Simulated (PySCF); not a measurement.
Molecule: SMILES C=C[C@]12CC[C@H]1CC2, C8H12.

Bonds (- single, = double, # triple, : aromatic): C1=C2, C2-C3, C3-C4, C4-C5, C5-C6, C6-C7, C7-C8, C6-C3, C8-C3. C1 carries H9, H10; C2 carries H11; C4 carries H12, H13; C5 carries H14, H15; C6 carries H16; C7 carries H17, H18; C8 carries H19, H20. Stereochemistry as in C=C[C@]12CC[C@H]1CC2. H10 is cis to C3; H18, H19 are cis to C5 on the ring; H13, H15 are cis to C7 on the ring; H9 is trans to C3; H17, H20 are trans to C5 on the ring; H12, H14 are trans to C7 on the ring.

Frames of a GFN2-xTB Langevin trajectory at 300 K; GIAO PBE0/pcSseg-1 shieldings in PySCF, gas phase, non-relativistic; equivalent atoms averaged within each frame.

References, each an isolated molecule treated in the same way: 13C (σref 186.93), 1H (σref 31.72) vs TMS. The references are static minima.

Q: How do the shifts (ppm) fluctuate along the trajectory?

A: 
| time (fs) | C2 | C1 | C3 | C4/C8 | C6 | C5/C7 | H11 | H10 | H9 | H14/H17 |
| --- | --- | --- | --- | --- | --- | --- | --- | --- | --- | --- |
| 250 | 155.5 | 122.5 | 47.5 | 40.1 | 38.0 | 35.9 | 7.38 | 4.88 | 4.48 | 3.77 |
| 425 | 164.3 | 131.0 | 52.7 | 40.6 | 43.3 | 29.2 | 6.67 | 5.98 | 5.81 | 2.95 |
| 625 | 157.6 | 122.6 | 48.1 | 41.2 | 37.2 | 28.5 | 7.14 | 4.81 | 5.81 | 2.66 |
| 800 | 161.1 | 115.9 | 48.7 | 27.8 | 45.4 | 25.5 | 7.30 | 4.83 | 5.08 | 1.88 |
| 1000 | 162.0 | 114.3 | 52.2 | 36.8 | 30.6 | 28.2 | 7.11 | 4.31 | 5.01 | 2.41 |
| mean of frames | 160.1 | 121.3 | 49.8 | 37.3 | 38.9 | 29.5 | 7.12 | 4.96 | 5.24 | 2.73 |
| standard deviation | 3.5 | 6.6 | 2.4 | 5.6 | 5.8 | 3.9 | 0.28 | 0.61 | 0.57 | 0.70 |

5 frames give an uncertainty of the mean of about the standard deviation over 2.2 at best, since frames this close in time may not be independent; classical motion lacks zero-point vibration, and the reference would need the same averaging.
